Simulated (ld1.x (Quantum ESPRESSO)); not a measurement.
## Cl: one change to a TM potential, before and after

Cl (Z = 17), norm-conserving Troullier–Martins (Kleinman–Bylander form), made with ld1.x (Quantum ESPRESSO) 7.5 (PBE, scalar-relativistic). Core [Ne], reference 3s1.5 3p5.5. Waves: 3s (bound): rc 1.10 bohr; 3p (bound): rc 1.10 bohr. Local part: the p channel. Core correction: none.

Change: wave 3s (bound): rc 1.10 bohr becomes 3s (bound): rc 1.06 bohr.

Cutoffs: the cutoffs (Ry, on a coarse ladder) from which the occupation-weighted sum of valence levels, in a spherical-Bessel basis at the reference potential, stays within 10 and 1 mRy of its value at 400 Ry; they do not see the model core or the augmentation charge, which bear on the density cutoff. Errors are all-electron minus pseudo energies relative to the spin-unpolarised reference configuration.

Problem. Predict the effect on cutoff, ghosts and configuration errors.

Solution. The potential gets neither clearly harder nor softer (90 Ry and 180 Ry → 90 Ry and 180 Ry); of the 7 tests that both files solve, the error grows in 2 and shrinks in 0 by more than 15 % and 0.3 meV (median size 2.4 → 3.0 meV); neither file shows a bound ghost.

| quantity | base | changed |
| --- | --- | --- |
| cutoff, loose | 90 Ry | 90 Ry |
| cutoff, tight | 180 Ry | 180 Ry |
| loose cutoff by channel (10 mRy a level) | s 50 Ry, p 70 Ry | s 55 Ry, p 70 Ry |
| bound ghosts | none | none |
| error for 3s2 3p5, meV [ΔE -6.06 eV] | +0.7 | +0.9 |
| error for 3s2 3p4, meV [ΔE 7.81 eV] | +2.4 | +3.0 |
| error for 3s2 3p3, meV [ΔE 33.26 eV] | +20 | +22 |
| error for 3s2 3p4.5, meV [ΔE -0.48 eV] | +0.4 | +0.8 |
| error for 3s2 3p1, meV [ΔE 123.81 eV] | +181 | +193 |
| error for 3s1 3p5, meV [ΔE 20.52 eV] | +4.7 | +4.7 |
| error for 3s1 3p6, meV [ΔE 6.09 eV] | 0.0 | +0.2 |
| s: phases at 1.20 bohr within 0.05 rad from the reference energy up to (Ry; the scan ends near 5) | 4.1 | 3.7 |
| p: phases at 1.20 bohr within 0.05 rad from the reference energy up to (Ry; the scan ends near 5) | 3.8 | 3.8 |
